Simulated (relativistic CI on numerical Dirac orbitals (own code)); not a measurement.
## Slater and spin-orbit integrals, Bi46+

Calculated at this level of theory: Dirac-Coulomb-Breit CI, separate exchange-only KLI orbitals for each configuration, a model potential for QED, unscaled Slater integrals (own radial code, finite nucleus).

Slater integrals F^k, G^k are unscaled and averaged over j, outside the closed core [Ar] 3d10; ζ comes from projecting the Hamiltonian with its Breit term on Σ l·s of the shell.

- 4s2.4p6.4d: ζ(4d) = 114320 cm⁻¹; <r>(4d) = 0.3513, <r^2>(4d) = 0.1412 (bohr units).
- 4s2.4p6.4f: ζ(4f) = 22171 cm⁻¹; <r>(4f) = 0.3238, <r^2>(4f) = 0.1182 (bohr units).
- 4s2.4p5.4d2: ζ(4p) = 913520, F^2(4d,4d) = 284250, F^4(4d,4d) = 193840, F^2(4p,4d) = 283680, G^1(4p,4d) = 349350, G^3(4p,4d) = 224490, ζ(4d) = 113920 cm⁻¹; <r>(4p) = 0.3528, <r^2>(4p) = 0.1411, <r>(4d) = 0.3513, <r^2>(4d) = 0.1412 (bohr units).

Question: Give the Racah parameters of the d shell in 4s2.4p5.4d2.

Answer: B = F²/49 − 5F⁴/441 = 3603 cm⁻¹ and C = 35F⁴/441 = 15384 cm⁻¹.

Averages of the first 10 configurations, taken without configuration mixing, which lowers the lowest level and can move excited configurations by several eV; other configurations of the list can lie among them:

| Configuration | Parity | States | Average energy above the lowest level (eV) |
| --- | --- | --- | --- |
| 4s2.4p6.4d | even | 10 | 23.5 |
| 4s2.4p6.4f | odd | 14 | 275.2 |
| 4s2.4p5.4d2 | odd | 270 | 296.4 |
| 4s.4p6.4d2 | even | 90 | 549.4 |
| 4s2.4p5.4d.4f | even | 840 | 545.2 |
| 4s.4p6.4d.4f | odd | 280 | 798.5 |
| 4s2.4p6.5s | even | 2 | 733.7 |
| 4s2.4p6.5p | odd | 6 | 843.7 |
| 4p6.4d3 | even | 120 | 1080.5 |
| 4p5.4d4 | odd | 1260 | 1349.6 |
